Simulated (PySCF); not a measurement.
C6H15Sb, charge +1, doublet, at a GFN2-xTB geometry (a state made from the parent by changing its charge; the spin is typed, not shown lowest) (all electrons, no relativity); BHANDHLYP/STO-3G (PySCF).

PySCF was given this input:
```python
from pyscf import gto, scf, dft

mol = gto.Mole()
mol.atom = '''
    Sb    0.08394656   -0.14793732    0.64814379
    C     1.59514398    1.22062068   -0.26205425
    C     1.09436090    1.81229503   -1.55627652
    H     2.47857380    0.60013490   -0.40269509
    H     1.81305105    1.99087086    0.47439410
    H     0.22690550    2.45071787   -1.40370388
    H     0.85216715    1.04849737   -2.29211831
    H     1.88644369    2.43503123   -1.97387433
    C    -1.87830798    0.39127142   -0.26507210
    C    -2.49521305    1.63267689    0.33080458
    H    -2.51413874   -0.48137920   -0.12857834
    H    -1.64575793    0.51859281   -1.32109601
    H    -1.84265155    2.49887781    0.23489832
    H    -2.74097189    1.49145575    1.38166958
    H    -3.42233329    1.85503924   -0.19737196
    C     0.54686613   -2.16401247   -0.17812489
    C     0.68175491   -2.09857793   -1.68005361
    H    -0.27137656   -2.81115398    0.13166794
    H     1.46765724   -2.49353515    0.29910024
    H     1.50649204   -1.45949594   -1.98822787
    H    -0.23555524   -1.76068281   -2.15778284
    H     0.89259130   -3.10380955   -2.04695423
'''
mol.basis = 'sto-3g'
mol.charge = 1
mol.spin = 1
mol.verbose = 4
mol.build()

mf = dft.UKS(mol)
mf.xc = 'bhandhlyp'
mf.grids.atom_grid = (99, 590)
mf.grids.prune = None
mf.kernel()
```

**Question.** What does PySCF print? Leave out banner, timings and long lists.

**Answer.** 
```
PySCF version 2.14.0

[INPUT] verbose = 4
[INPUT] num. atoms = 22
[INPUT] num. electrons = 101
[INPUT] charge = 1
[INPUT] spin (= nelec alpha-beta = 2S) = 1
[INPUT] symmetry False subgroup None
[INPUT] Mole.unit = angstrom
[INPUT] Symbol           X                Y                Z      unit          X                Y                Z       unit  Magmom
[...]
nuclear repulsion = 723.9288649624
number of shells = 44
number of NR pGTOs = 216
number of NR cGTOs = 72
basis = sto-3g
ecp = {}

******** <class 'pyscf.dft.uks.UKS'> ********
method = UKS
initial guess = minao
damping factor = 0
level_shift factor = 0
DIIS = <class 'pyscf.scf.diis.CDIIS'>
diis_start_cycle = 1
diis_space = 8
diis_damp = 0
SCF conv_tol = 1e-09
SCF conv_tol_grad = None
SCF max_cycles = 50
direct_scf = True
direct_scf_tol = 1e-13
number electrons alpha = 51  beta = 50
XC library pyscf.dft.libxc version 7.1.2
    S. Lehtola, C. Steigemann, M. J. T. Oliveira, and M. A. L. Marques,  SoftwareX 7, 1–5 (2018)
XC functionals = bhandhlyp
    A. D. Becke,  J. Chem. Phys. 98, 1372 (1993)
    Defined through Gaussian implementation.
radial grids:
    Treutler-Ahlrichs [JCP 102, 346 (1995); DOI:10.1063/1.469408] (M4) radial grids

becke partition: Becke, JCP 88, 2547 (1988); DOI:10.1063/1.454033
pruning grids: None
grids dens level: 3
symmetrized grids: False
atomic radii adjust function: <function treutler_atomic_radii_adjust>
User specified grid scheme (99, 590)
small_rho_cutoff = 0
Set gradient conv threshold to 3.16228e-05
tot grids = 1285024
init E= -6470.41112078297

cycle= 1 E= -6488.02800483648  delta_E= -17.6  |g|= 0.298  |ddm|= 3.82
cycle= 2 E= -6488.12940770714  delta_E= -0.101  |g|= 0.137  |ddm|= 1.01
cycle= 3 E= -6488.14703791588  delta_E= -0.0176  |g|= 0.0409  |ddm|= 0.317
cycle= 4 E= -6488.14832182344  delta_E= -0.00128  |g|= 0.00687  |ddm|= 0.0665
cycle= 5 E= -6488.14841448662  delta_E= -9.27e-05  |g|= 0.00174  |ddm|= 0.024
cycle= 6 E= -6488.14842156874  delta_E= -7.08e-06  |g|= 0.000844  |ddm|= 0.0064
cycle= 7 E= -6488.14842352523  delta_E= -1.96e-06  |g|= 0.000347  |ddm|= 0.00373
cycle= 8 E= -6488.14842398798  delta_E= -4.63e-07  |g|= 0.000169  |ddm|= 0.00222
cycle= 9 E= -6488.14842404678  delta_E= -5.88e-08  |g|= 6.02e-05  |ddm|= 0.000737
cycle= 10 E= -6488.14842405495  delta_E= -8.17e-09  |g|= 1.45e-05  |ddm|= 0.000291
cycle= 11 E= -6488.14842405549  delta_E= -5.43e-10  |g|= 4.14e-06  |ddm|= 6.63e-05
Extra cycle  E= -6488.14842405548  delta_E= 1.27e-11  |g|= 2.22e-06  |ddm|= 1.08e-05
converged SCF energy = -6488.14842405548  <S^2> = 0.75045054  2S+1 = 2.0004505
```
